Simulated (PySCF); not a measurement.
C₁₁H₈O.
Atom-mapped SMILES: `[CH:1]#[C:2][C:3]#[C:4][c:5]1[cH:6][cH:7][c:8]([O:9][CH3:10])[cH:11][cH:12]1` (hydrogens: H13 on C1; H14 on C6; H15 on C7; H16, H17, H18 on C10; H19 on C11; H20 on C12)

Method used: PySCF 2.14.0, PBE0-D3(BJ)/def2-SVP geometry optimisation, gas phase.

What internal coordinates does the optimisation give?

```tsv
bond	length (pm)	order
C1≡C2	121.8	triple
C2–C3	136.8	single
C3≡C4	122.3	triple
C4–C5	142.0	single
C5–C6, C5–C12	140.7	aromatic
C6–C7, C11–C12	138.6	aromatic
C7–C8, C8–C11	140.3	aromatic
C8–O9	134.4	single
O9–C10	140.1	single
C1–H13	107.4	single
C6–H14, C12–H20	109.2	single
C7–H15, C11–H19	109.1	single
C10–H16, C10–H17, C10–H18	110.2	single
```

Bonds in one row agree within 1 pm and their mean is given. Orders are formal, as drawn. A selection of angles:
```tsv
angle	degrees
C2–C1–H13	179.8
C1–C2–C3	179.9
C2–C3–C4	179.8
C3–C4–C5	179.7
C4–C5–C6	120.8
C6–C5–C12	118.3
C5–C6–C7	120.7
C5–C6–H14	119.2
C7–C6–H14	120.0
C6–C7–C8	120.5
C6–C7–H15	121.3
C8–C7–H15	118.2
C7–C8–O9	116.1
C7–C8–C11	119.5
O9–C8–C11	124.4
C8–O9–C10	119.1
O9–C10–H16	106.6
O9–C10–H17	111.8
H16–C10–H17	108.9
C8–C11–H19	121.0
C12–C11–H19	119.2
```

Torsions: C7–C8–O9–C10 180° (antiperiplanar).

The 10 C–C bonds span 1.218 Å (C1≡C2, drawn triple) to 1.420 Å (C4–C5, drawn single), a spread of 0.202 Å. The C–O distances run from 1.344 Å (C8–O9, drawn single) to 1.401 Å (O9–C10, drawn single), a spread of 0.057 Å. The 6-membered ring C5–C6–C7–C8–C11–C12 has internal angles of 118.3° to 121.2°; it is planar, 0.00 Å rms from its mean plane, widest ring torsion 0°. The 12 heavy atoms lie in one plane (0.012 Å rms). Of the pairs four or more bonds apart, C10···H19 is among the closest relative to their van der Waals radii: 2.54 Å, 87 % of the sum of Bondi's values.

No PBE0-D3(BJ)/def2-SVP frequencies stand behind this structure, so it isn't proved a minimum. The numbers are those of one conformer.
